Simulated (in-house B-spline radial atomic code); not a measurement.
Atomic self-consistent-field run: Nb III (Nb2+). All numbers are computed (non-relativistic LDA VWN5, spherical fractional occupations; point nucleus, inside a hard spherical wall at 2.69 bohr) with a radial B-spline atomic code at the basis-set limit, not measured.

Command:
```bash
python run_scf.py task.json out
```
Settings:
```
Z                41
configuration    [Kr] 4d2 4f1
hamiltonian      nr
method           lda,vwn
spin_polarised   False
wall_radius      2.69
```

Output (hartree, bohr):
```
 radial grid: 41 intervals, B-splines of order 8, outer radius 2.69 bohr

 iter        energy (Eh)    residual
    1       -3746.438917    4.06e-01
    2       -3747.268109    1.89e-01
    3       -3747.868722    2.36e-02
    4       -3747.880412    6.86e-03
    5       -3747.880674    1.89e-03
    6       -3747.880770    8.86e-04
    7       -3747.880780    3.98e-05
    8       -3747.880780    9.09e-07
    9       -3747.880780    1.41e-08

 total energy                     -3747.88078
 kinetic                            3753.7535
 electron-nucleus                  -8929.9293
 Hartree                            1541.1385
 exchange-correlation               -112.8435

 orbital      occ     eigenvalue          <r>       <r^2>       <1/r>       <r^4>     <1/r^3>       r_max
 1s         2.000      -673.9695      0.03724  0.00185594     40.4433 8.72893e-06           -     0.02463
 2s         2.000       -92.9545     0.163105   0.0312773     9.09506  0.00167156           -      0.1378
 2p         6.000       -85.4848     0.139842   0.0238388     9.09374  0.00112415     2127.26      0.1084
 3s         2.000       -15.6156     0.456121    0.238278     3.13042   0.0880569           -       0.407
 3p         6.000       -12.7749     0.451813    0.237626     3.03876   0.0924288     343.862      0.3944
 3d        10.000        -7.5623     0.432988    0.226081     2.85319    0.100162     50.1694      0.3339
 4s         2.000        -2.3399      1.16945     1.53198     1.14772     3.32123           -       1.061
 4p         6.000        -1.5361      1.24779     1.74142     1.05615     4.23601     50.1333       1.135
 4d         2.000        -0.2220      1.40379     2.18303    0.900015     6.37016     5.77654       1.346
 4f         1.000         1.1389       1.5621     2.62569    0.706248     8.68519    0.562407       1.614
```

Run time, properties included: 0.04 s on 1 thread of Arm Neoverse V1 (shared host).
